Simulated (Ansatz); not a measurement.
Relaxation of Zn13O13H30 with RKS PBE-D4/def2-SVP.

```sh
$ ansatz run in.yaml --threads 11 --pin off --events-out ev --progress --plain --max-ram 110592MiB --backend cuda --devices 0, --max-vram 75GiB
```

```yaml
crystal:
  periodic: [false, false, false]
  atoms:
    - {symbol: Zn, position_ang: [-1.702500, -1.695400, -0.587400]}
    - {symbol: Zn, position_ang: [-1.727200, 0.605900, -2.885600]}
    - {symbol: Zn, position_ang: [-4.015700, 0.601000, -0.586900]}
    - {symbol: Zn, position_ang: [-1.703300, 0.592700, 1.715900]}
    - {symbol: Zn, position_ang: [-1.718700, 2.889900, -0.599600]}
    - {symbol: Zn, position_ang: [0.601300, -1.707100, -2.896700]}
    - {symbol: Zn, position_ang: [0.580600, -4.011500, -0.592200]}
    - {symbol: Zn, position_ang: [0.588200, -1.688300, 1.722800]}
    - {symbol: Zn, position_ang: [2.851700, -1.736000, -0.594900]}
    - {symbol: Zn, position_ang: [0.586000, 0.595500, -0.589100]}
    - {symbol: Zn, position_ang: [0.624100, 2.875600, 1.702000]}
    - {symbol: Zn, position_ang: [2.923000, 0.602000, 1.717600]}
    - {symbol: Zn, position_ang: [0.584600, 0.567600, 4.010200]}
    - {symbol: O, position_ang: [-2.856000, -0.576100, -1.752600]}
    - {symbol: O, position_ang: [-0.558800, -2.871900, -1.743800]}
    - {symbol: O, position_ang: [-0.556200, -0.557100, -4.049900]}
    - {symbol: O, position_ang: [-0.548800, -0.544300, 0.562500]}
    - {symbol: O, position_ang: [-0.570000, 1.753300, -1.749800]}
    - {symbol: O, position_ang: [-2.844500, 1.726200, 0.571400]}
    - {symbol: O, position_ang: [-0.558000, 1.723600, 2.853000]}
    - {symbol: O, position_ang: [-0.556900, 4.046400, 0.542900]}
    - {symbol: O, position_ang: [1.725700, -0.554700, -1.749300]}
    - {symbol: O, position_ang: [1.745900, -2.846300, 0.532900]}
    - {symbol: O, position_ang: [1.746100, -0.539300, 2.853200]}
    - {symbol: O, position_ang: [4.030200, -0.546400, 0.561500]}
    - {symbol: O, position_ang: [1.755800, 1.737100, 0.535500]}
    - {symbol: H, position_ang: [-2.598400, -2.603500, 0.308400]}
    - {symbol: H, position_ang: [-2.593900, 1.457000, -3.799400]}
    - {symbol: H, position_ang: [-4.883500, -0.286600, 0.287200]}
    - {symbol: H, position_ang: [-4.896800, 1.488100, -1.474400]}
    - {symbol: H, position_ang: [-2.583700, -0.293000, 2.595400]}
    - {symbol: H, position_ang: [-2.600700, 3.797300, -1.515200]}
    - {symbol: H, position_ang: [1.479400, -2.596300, -3.802800]}
    - {symbol: H, position_ang: [-0.291800, -4.906600, 0.309700]}
    - {symbol: H, position_ang: [1.479600, -4.886800, -1.463200]}
    - {symbol: H, position_ang: [-0.291100, -2.609900, 2.574100]}
    - {symbol: H, position_ang: [3.807700, -2.598500, -1.491800]}
    - {symbol: H, position_ang: [1.483600, 3.778600, 2.609600]}
    - {symbol: H, position_ang: [3.781900, 1.481600, 2.586100]}
    - {symbol: H, position_ang: [-0.289800, -0.312300, 4.906800]}
    - {symbol: H, position_ang: [1.504300, 1.458600, 4.859800]}
    - {symbol: H, position_ang: [-3.414200, -1.085300, -2.323100]}
    - {symbol: H, position_ang: [-1.142200, -3.414600, -2.320700]}
    - {symbol: H, position_ang: [-1.131100, -1.128700, -4.600100]}
    - {symbol: H, position_ang: [0.002000, 0.012300, -4.610800]}
    - {symbol: H, position_ang: [-0.004500, 2.303300, -2.322400]}
    - {symbol: H, position_ang: [-3.423400, 2.291300, 1.107100]}
    - {symbol: H, position_ang: [-1.101600, 2.307300, 3.422700]}
    - {symbol: H, position_ang: [-1.115800, 4.601800, 1.120100]}
    - {symbol: H, position_ang: [0.014500, 4.612400, -0.025500]}
    - {symbol: H, position_ang: [2.320600, -0.000700, -2.324000]}
    - {symbol: H, position_ang: [2.294600, -3.429300, 1.147900]}
    - {symbol: H, position_ang: [2.290500, -1.121100, 3.391400]}
    - {symbol: H, position_ang: [4.608100, -1.110000, 1.119900]}
    - {symbol: H, position_ang: [4.598700, 0.011600, 0.002400]}
    - {symbol: H, position_ang: [2.318100, 2.337700, -0.005000]}
basis:
  gaussian: {orbitals: def2-SVP, fitting: {mean_field: def2-universal-jkfit}}
hamiltonian: {xc: pbe, dispersion: d4}
scf: {lower_state_search: "off"}
output: {orbitals: {seedname: orbitals}}
relax: {f_tol: 0.03, max_steps: 70}
```

Hardware: 11 threads of AMD EPYC 7R13 on a shared host and a whole NVIDIA H100 80GB HBM3. Wall time 1.9 min.

Positions (Å) and forces (eV/Å) at steps 1, 2, 3, 4 of 37:

```xyz
56
step=1 energy=-656326.0884 eV
Zn   -1.702   -1.695   -0.587   -0.834   -0.977    1.796
Zn   -1.727    0.606   -2.886   -1.726    0.900    0.411
Zn   -4.016    0.601   -0.587   -1.132   -0.048   -0.175
Zn   -1.703    0.593    1.716   -0.738   -1.768    0.712
Zn   -1.719    2.890   -0.600   -2.111   -0.188   -1.191
Zn    0.601   -1.707   -2.897    1.021   -2.080    0.328
Zn    0.581   -4.011   -0.592   -0.148   -1.409    0.136
Zn    0.588   -1.688    1.723   -1.636   -0.810    0.541
Zn    2.852   -1.736   -0.595    0.281   -1.720   -1.481
Zn    0.586    0.596   -0.589   -0.758   -0.660    0.612
Zn    0.624    2.876    1.702    0.884   -0.301    1.941
Zn    2.923    0.602    1.718   -0.835    1.119    1.758
Zn    0.585    0.568    4.010   -0.102    0.112    1.432
O    -2.856   -0.576   -1.753    2.203    0.950    0.087
O    -0.559   -2.872   -1.744   -0.347    1.424   -1.153
O    -0.556   -0.557   -4.050   -0.266   -0.134   -0.195
O    -0.549   -0.544    0.562    1.550    1.539   -1.645
O    -0.570    1.753   -1.750    0.972   -0.679    0.584
O    -2.845    1.726    0.571    1.478    0.925   -0.283
O    -0.558    1.724    2.853    0.031    1.218   -1.259
O    -0.557    4.046    0.543    0.249    0.341   -0.016
O     1.726   -0.555   -1.749    0.067    1.348    0.111
O     1.746   -2.846    0.533    1.231    0.442    1.458
O     1.746   -0.539    2.853    0.628    0.173   -1.962
O     4.030   -0.546    0.561    0.465   -0.545    0.020
O     1.756    1.737    0.535   -0.174   -0.320   -0.957
H    -2.598   -2.603    0.308   -0.282   -0.302    0.004
H    -2.594    1.457   -3.799   -0.311    0.444   -0.808
H    -4.883   -0.287    0.287   -0.428   -0.801    0.790
H    -4.897    1.488   -1.474   -0.287    0.816   -0.820
H    -2.584   -0.293    2.595   -0.534   -0.249    0.534
H    -2.601    3.797   -1.515   -0.036    0.468   -0.128
H     1.479   -2.596   -3.803    0.282   -0.144   -0.610
H    -0.292   -4.907    0.310   -0.600   -0.275    0.632
H     1.480   -4.887   -1.463    0.875   -0.400   -0.856
H    -0.291   -2.610    2.574   -0.129   -0.504    0.483
H     3.808   -2.599   -1.492    0.454    0.082   -0.123
H     1.484    3.779    2.610    0.276    0.617    0.138
H     3.782    1.482    2.586    0.899    0.599    0.428
H    -0.290   -0.312    4.907   -0.675   -0.680    0.341
H     1.504    1.459    4.860    0.796    0.816    0.327
H    -3.414   -1.085   -2.323   -1.206   -0.813   -0.746
H    -1.142   -3.415   -2.321    0.293   -0.115    0.373
H    -1.131   -1.129   -4.600   -0.120   -0.107   -0.683
H     0.002    0.012   -4.611    0.245    0.262   -0.777
H    -0.004    2.303   -2.322    0.090    0.391   -0.358
H    -3.423    2.291    1.107   -0.441    0.021    0.124
H    -1.102    2.307    3.423    0.178   -0.260    0.172
H    -1.116    4.602    1.120   -0.209    0.757    0.240
H     0.015    4.612   -0.025    0.031    0.511   -0.035
H     2.321   -0.001   -2.324   -0.164   -0.400    0.170
H     2.295   -3.429    1.148   -0.904    0.529   -0.977
H     2.291   -1.121    3.391    0.270   -0.340    0.753
H     4.608   -1.110    1.120    0.541   -0.177    0.113
H     4.599    0.012    0.002    0.713    0.340   -0.420
H     2.318    2.338   -0.005    0.132    0.063    0.105
56
step=2 energy=-656330.7909 eV
Zn   -1.785   -1.774   -0.443   -0.597   -0.667    1.163
Zn   -1.823    0.697   -2.944   -1.711    0.548    0.292
Zn   -4.098    0.606   -0.593   -1.472   -0.059   -0.104
Zn   -1.781    0.455    1.787   -0.593   -1.216    0.566
Zn   -1.816    2.947   -0.690   -1.867   -0.199   -0.698
Zn    0.692   -1.808   -2.954    0.591   -1.880    0.272
Zn    0.588   -4.095   -0.602   -0.066   -1.608    0.074
Zn    0.441   -1.764    1.794   -1.120   -0.605    0.434
Zn    2.915   -1.834   -0.688    0.082   -1.683   -0.827
Zn    0.584    0.590   -0.586   -0.758   -0.709    0.665
Zn    0.713    2.932    1.803    0.521   -0.261    1.795
Zn    2.975    0.690    1.813   -0.548    0.682    1.731
Zn    0.599    0.584    4.089   -0.012    0.055    1.620
O    -2.800   -0.556   -1.722    1.410    0.350   -0.619
O    -0.545   -2.812   -1.712   -0.051    1.323   -0.937
O    -0.563   -0.567   -4.062   -0.036    0.059   -0.258
O    -0.533   -0.524    0.537    0.872    0.867   -0.923
O    -0.573    1.754   -1.752    0.935   -0.244    0.179
O    -2.796    1.704    0.550    1.258    0.917   -0.165
O    -0.542    1.699    2.798    0.130    1.009   -1.216
O    -0.565    4.058    0.553    0.200    0.335   -0.036
O     1.733   -0.564   -1.753    0.066    1.003    0.021
O     1.710   -2.797    0.528    0.808    0.896    0.542
O     1.716   -0.532    2.796    0.823    0.039   -1.456
O     4.046   -0.554    0.569    0.464   -0.164   -0.114
O     1.760    1.741    0.546   -0.014   -0.059   -0.820
H    -2.722   -2.730    0.373   -0.036   -0.045   -0.145
H    -2.639    1.538   -3.969    0.147    0.083   -0.367
H    -4.903   -0.356    0.354    0.037   -0.304    0.306
H    -4.875    1.586   -1.576    0.249    0.367   -0.369
H    -2.714   -0.366    2.722   -0.134    0.064    0.134
H    -2.639    3.956   -1.578    0.237    0.225    0.044
H     1.557   -2.637   -3.966    0.017    0.200   -0.275
H    -0.351   -4.920    0.373   -0.221    0.095    0.226
H     1.578   -4.882   -1.562    0.398    0.194   -0.399
H    -0.353   -2.744    2.706    0.111   -0.117    0.127
H     3.976   -2.616   -1.561    0.192    0.301    0.054
H     1.559    3.946    2.646    0.016    0.288   -0.212
H     3.947    1.571    2.637    0.419    0.149   -0.090
H    -0.347   -0.369    4.918   -0.256   -0.259   -0.073
H     1.597    1.564    4.852    0.347    0.376   -0.210
H    -3.412   -1.073   -2.271   -0.355   -0.152    0.021
H    -1.113   -3.395   -2.260    0.145   -0.094    0.252
H    -1.132   -1.129   -4.642    0.102    0.112   -0.235
H    -0.006    0.003   -4.642   -0.121   -0.118   -0.324
H    -0.023    2.321   -2.335   -0.198    0.074   -0.043
H    -3.412    2.244    1.083   -0.172   -0.139   -0.005
H    -1.073    2.254    3.408    0.096   -0.219    0.100
H    -1.116    4.644    1.124    0.081    0.239   -0.070
H     0.004    4.638   -0.013   -0.194    0.219    0.191
H     2.332   -0.029   -2.330   -0.132   -0.340    0.132
H     2.219   -3.415    1.109   -0.392    0.166   -0.387
H     2.245   -1.104    3.383   -0.077   -0.008    0.283
H     4.647   -1.117    1.116    0.142    0.053   -0.093
H     4.628    0.001   -0.001    0.257   -0.076    0.021
H     2.334    2.340    0.015   -0.017   -0.065    0.224
56
step=3 energy=-656334.4320 eV
Zn   -1.851   -1.840   -0.306    0.017   -0.020    0.234
Zn   -1.983    0.803   -2.954   -0.941    0.242    0.143
Zn   -4.221    0.603   -0.596   -0.929   -0.063    0.002
Zn   -1.846    0.318    1.847   -0.054   -0.307    0.044
Zn   -1.978    2.960   -0.797   -0.942   -0.225   -0.239
Zn    0.791   -1.974   -2.962    0.229   -0.980    0.207
Zn    0.587   -4.221   -0.604   -0.016   -0.988    0.085
Zn    0.296   -1.825    1.849   -0.268   -0.108    0.008
Zn    2.939   -1.997   -0.800   -0.191   -0.921   -0.211
Zn    0.543    0.545   -0.544   -0.097   -0.113    0.068
Zn    0.812    2.939    1.971    0.230   -0.164    0.965
Zn    2.975    0.789    1.967   -0.245    0.309    0.993
Zn    0.609    0.592    4.211   -0.048   -0.047    1.006
O    -2.712   -0.539   -1.710    0.096   -0.167   -0.698
O    -0.533   -2.725   -1.700   -0.059    0.430   -0.593
O    -0.566   -0.569   -4.030    0.094    0.143   -0.572
O    -0.527   -0.513    0.520   -0.443   -0.427    0.430
O    -0.558    1.736   -1.736    0.299    0.225   -0.235
O    -2.716    1.702    0.533    0.290    0.650    0.081
O    -0.527    1.694    2.715   -0.032    0.626   -0.366
O    -0.563    4.025    0.556    0.098    0.571   -0.042
O     1.724   -0.558   -1.741    0.122    0.173   -0.078
O     1.688   -2.721    0.532    0.414    0.595   -0.099
O     1.701   -0.529    2.709    0.704   -0.152   -0.285
O     4.021   -0.557    0.571    0.633    0.061   -0.194
O     1.745    1.732    0.541    0.177    0.173   -0.206
H    -2.811   -2.823    0.402   -0.059   -0.054   -0.056
H    -2.629    1.611   -4.141    0.337   -0.095   -0.037
H    -4.884   -0.438    0.436    0.227    0.181   -0.179
H    -4.765    1.701   -1.694    0.512   -0.122    0.115
H    -2.814   -0.402    2.821   -0.028    0.082    0.022
H    -2.628    4.113   -1.642    0.312    0.090    0.082
H     1.626   -2.628   -4.125   -0.094    0.322   -0.062
H    -0.426   -4.902    0.447    0.161    0.227   -0.199
H     1.697   -4.780   -1.682   -0.100    0.523    0.085
H    -0.379   -2.843    2.806    0.077   -0.003    0.032
H     4.134   -2.592   -1.626    0.070    0.314    0.085
H     1.627    4.111    2.634   -0.099    0.065   -0.344
H     4.112    1.650    2.633    0.057   -0.109   -0.339
H    -0.421   -0.443    4.893    0.181    0.183   -0.246
H     1.707    1.685    4.756   -0.106   -0.083   -0.494
H    -3.395   -1.058   -2.207    0.346    0.253    0.415
H    -1.084   -3.367   -2.202    0.118    0.096    0.252
H    -1.127   -1.120   -4.632    0.194    0.199    0.184
H    -0.024   -0.017   -4.651   -0.293   -0.302    0.147
H    -0.049    2.327   -2.336   -0.262   -0.156    0.169
H    -3.387    2.193    1.062    0.184   -0.280   -0.148
H    -1.048    2.199    3.381    0.111   -0.268   -0.129
H    -1.108    4.633    1.120    0.214   -0.221   -0.213
H    -0.016    4.642    0.009   -0.263   -0.122    0.267
H     2.330   -0.060   -2.327   -0.041   -0.147    0.037
H     2.158   -3.383    1.078   -0.092   -0.072    0.027
H     2.196   -1.079    3.364   -0.335    0.218   -0.222
H     4.635   -1.120    1.107   -0.204    0.179   -0.181
H     4.635   -0.019    0.008   -0.169   -0.297    0.288
H     2.336    2.334    0.039   -0.098   -0.114    0.195
56
step=4 energy=-656335.5185 eV
Zn   -1.877   -1.868   -0.270    0.187    0.177   -0.125
Zn   -2.103    0.857   -2.936   -0.277    0.193   -0.165
Zn   -4.297    0.592   -0.587   -0.200    0.057   -0.081
Zn   -1.874    0.279    1.872    0.132    0.084   -0.130
Zn   -2.096    2.942   -0.851   -0.260    0.083   -0.166
Zn    0.844   -2.096   -2.943    0.186   -0.279   -0.117
Zn    0.579   -4.300   -0.589    0.098   -0.210   -0.074
Zn    0.258   -1.859    1.872    0.095    0.094   -0.133
Zn    2.925   -2.119   -0.859    0.054   -0.259   -0.115
Zn    0.504    0.503   -0.507    0.290    0.276   -0.289
Zn    0.867    2.922    2.095    0.197    0.170    0.287
Zn    2.951    0.843    2.085    0.131    0.231    0.304
Zn    0.601    0.583    4.293    0.046    0.053    0.228
O    -2.689   -0.546   -1.720   -0.307   -0.241   -0.315
O    -0.541   -2.697   -1.710   -0.120   -0.063   -0.214
O    -0.560   -0.563   -4.020    0.007    0.024   -0.382
O    -0.566   -0.553    0.558   -0.561   -0.551    0.548
O    -0.575    1.725   -1.727   -0.205    0.050   -0.050
O    -2.692    1.718    0.542   -0.143    0.238    0.150
O    -0.535    1.708    2.689   -0.123    0.221    0.097
O    -0.556    4.013    0.552   -0.032    0.358    0.040
O     1.717   -0.579   -1.730   -0.068   -0.301    0.080
O     1.699   -2.692    0.543    0.123    0.104   -0.076
O     1.712   -0.541    2.681    0.309   -0.179    0.188
O     4.013   -0.553    0.565    0.380   -0.002   -0.051
O     1.733    1.723    0.562   -0.017   -0.029    0.255
H    -2.853   -2.863    0.386   -0.090   -0.087   -0.039
H    -2.551    1.629   -4.247    0.221   -0.145    0.196
H    -4.877   -0.462    0.460    0.086    0.245   -0.241
H    -4.592    1.743   -1.742    0.399   -0.244    0.236
H    -2.858   -0.388    2.862   -0.044    0.072    0.040
H    -2.552    4.221   -1.656    0.203   -0.120    0.121
H     1.641   -2.552   -4.232   -0.141    0.210    0.159
H    -0.457   -4.897    0.465    0.224    0.079   -0.245
H     1.746   -4.598   -1.733   -0.239    0.418    0.242
H    -0.366   -2.880    2.853    0.063   -0.024    0.043
H     4.239   -2.515   -1.638   -0.133    0.179    0.117
H     1.642    4.227    2.552   -0.147   -0.177   -0.228
H     4.224    1.667    2.556   -0.194   -0.180   -0.237
H    -0.446   -0.468    4.882    0.249    0.248   -0.095
H     1.749    1.737    4.587   -0.234   -0.222   -0.390
H    -3.395   -1.067   -2.177    0.365    0.186    0.299
H    -1.086   -3.370   -2.175    0.055    0.142    0.170
H    -1.126   -1.115   -4.609    0.093    0.097    0.187
H    -0.039   -0.035   -4.669   -0.131   -0.138    0.190
H    -0.087    2.324   -2.330   -0.106   -0.117    0.121
H    -3.388    2.172    1.070    0.213   -0.189   -0.087
H    -1.054    2.173    3.383    0.051   -0.183   -0.171
H    -1.103    4.606    1.120    0.112   -0.213   -0.110
H    -0.031    4.659    0.026   -0.095   -0.146    0.101
H     2.326   -0.097   -2.322    0.000   -0.007   -0.001
H     2.138   -3.382    1.078   -0.037   -0.015    0.083
H     2.172   -1.082    3.366   -0.241    0.137   -0.262
H     4.611   -1.123    1.104   -0.182    0.098   -0.095
H     4.653   -0.036    0.021   -0.184   -0.146    0.148
H     2.330    2.326    0.076   -0.058   -0.058    0.054
```

Single mean-field runs in def2-SVP are fitted with def2-universal-jkfit.
